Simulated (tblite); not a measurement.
C4H13GeNSi.
SMILES with atom numbers: `[SiH3:1][NH:2][GeH2:3][CH:4]1[CH2:5][CH2:6][CH2:7]1` (hydrogens: H8, H9, H10 on Si1; H11 on N2; H12, H13 on Ge3; H14 on C4; H15, H16 on C5; H17, H18 on C6; H19, H20 on C7)

Computed with GFN2-xTB (tblite), gas phase: L-BFGS steps from a force-field or distance-geometry start until the largest atomic force falls under 0.01 eV/Å.

Step 36: E = -592.5154 eV
```
atom  x, y, z in Å  |  force x, y, z in eV/Å
Si1     3.2340   -0.0730    0.2972    0.018  -0.008  -0.001
N2      2.1638    0.7146   -0.8121    0.017   0.017   0.006
Ge3     0.6752   -0.0673   -1.5248   -0.018   0.000   0.063
C4     -0.6467   -0.4847   -0.0985   -0.014   0.009  -0.003
C5     -1.3058    0.7605    0.5248    0.008   0.001   0.004
C6     -2.6786    0.2764    0.0407    0.012  -0.022   0.009
C7     -2.0367   -1.0024   -0.5143    0.020  -0.003  -0.009
H8      2.5805   -0.4660    1.5587    0.021   0.000  -0.020
H9      4.2946    0.8954    0.5752   -0.011   0.015  -0.006
H10     3.7243   -1.2648   -0.3939   -0.016  -0.015   0.019
H11     2.0914    1.7118   -0.6794   -0.015  -0.018  -0.021
H12     0.1372    0.9296   -2.5221   -0.015   0.015  -0.019
H13     1.1673   -1.2900   -2.2504   -0.001  -0.027  -0.024
H14    -0.1560   -1.1283    0.6368   -0.042   0.035  -0.005
H15    -0.9930    1.7105    0.0871    0.020   0.004   0.012
H16    -1.2050    0.8298    1.6068   -0.020  -0.002   0.006
H17    -3.4058    0.1104    0.8336   -0.015   0.006  -0.008
H18    -3.1285    0.9124   -0.7208    0.019  -0.023   0.021
H19    -2.3361   -1.9110    0.0075   -0.005   0.013  -0.023
H20    -2.1812   -1.1533   -1.5839    0.035   0.003  -0.001
```

Step 37: E = -592.5160 eV
```
atom  x, y, z in Å  |  force x, y, z in eV/Å
Si1     3.2381   -0.0735    0.2974    0.015   0.006  -0.008
N2      2.1658    0.7111   -0.8125    0.022  -0.017   0.003
Ge3     0.6754   -0.0676   -1.5239   -0.029  -0.012   0.067
C4     -0.6494   -0.4841   -0.0981    0.000  -0.002   0.003
C5     -1.3087    0.7601    0.5269    0.022   0.001  -0.001
C6     -2.6804    0.2762    0.0404    0.006  -0.021   0.013
C7     -2.0389   -1.0024   -0.5145    0.035  -0.007  -0.015
H8      2.5860   -0.4620    1.5603    0.016  -0.007  -0.014
H9      4.2955    0.8991    0.5725   -0.005   0.016  -0.006
H10     3.7328   -1.2664   -0.3891   -0.021  -0.011   0.018
H11     2.0954    1.7086   -0.6865   -0.009   0.006  -0.011
H12     0.1414    0.9329   -2.5188   -0.023   0.021  -0.025
H13     1.1623   -1.2898   -2.2557   -0.003  -0.022  -0.013
H14    -0.1600   -1.1280    0.6375   -0.031   0.029  -0.003
H15    -0.9949    1.7105    0.0911    0.018   0.010   0.005
H16    -1.2079    0.8286    1.6091   -0.025  -0.010  -0.001
H17    -3.4080    0.1100    0.8319   -0.031   0.003   0.008
H18    -3.1292    0.9123   -0.7211    0.015  -0.014   0.012
H19    -2.3390   -1.9123    0.0052    0.001   0.025  -0.021
H20    -2.1815   -1.1526   -1.5843    0.029   0.005  -0.011
```

Problem. Estimate the geometry and energy of step 38. (The exact step hangs on the optimiser's Hessian estimate; all steps are aligned on step 37, rigid shifts and turns removed.)

Solution. E = -592.5165 eV, largest force 0.051 eV/Å
```
atom  x, y, z in Å  |  force x, y, z in eV/Å
Si1     3.2421   -0.0740    0.2973    0.012   0.019  -0.012
N2      2.1679    0.7077   -0.8130    0.018  -0.045  -0.003
Ge3     0.6751   -0.0684   -1.5219   -0.027  -0.019   0.039
C4     -0.6517   -0.4834   -0.0972    0.013  -0.008   0.010
C5     -1.3110    0.7599    0.5290    0.023   0.002  -0.005
C6     -2.6816    0.2756    0.0403   -0.003  -0.012   0.013
C7     -2.0401   -1.0024   -0.5151    0.035  -0.004  -0.017
H8      2.5911   -0.4581    1.5614    0.010  -0.014  -0.006
H9      4.2960    0.9026    0.5696    0.005   0.018  -0.005
H10     3.7401   -1.2682   -0.3844   -0.025  -0.010   0.015
H11     2.0982    1.7055   -0.6930   -0.001   0.026  -0.001
H12     0.1450    0.9359   -2.5161   -0.027   0.017  -0.019
H13     1.1574   -1.2900   -2.2611   -0.010  -0.010   0.005
H14    -0.1643   -1.1270    0.6390   -0.014   0.013   0.008
H15    -0.9962    1.7108    0.0953    0.014   0.012   0.001
H16    -1.2113    0.8275    1.6116   -0.026  -0.016  -0.007
H17    -3.4105    0.1096    0.8302   -0.037  -0.002   0.020
H18    -3.1294    0.9118   -0.7210    0.010  -0.003   0.000
H19    -2.3416   -1.9133    0.0022    0.008   0.028  -0.015
H20    -2.1804   -1.1513   -1.5850    0.022   0.007  -0.021
```

The energy changes by -0.0005 eV. The first-order estimate −F·Δx gives -0.0007 eV and the mean of the old and new forces, exact on a quadratic surface, -0.0005 eV. The step makes an angle of 76° with the force vector and moves no atom by more than 0.009 Å.

What follows is the cost of the whole relaxation. The run took 2.0 s wall on Arm Neoverse N1, one thread, no GPU, shared host with 64 logical CPUs at a one-minute load of 61.
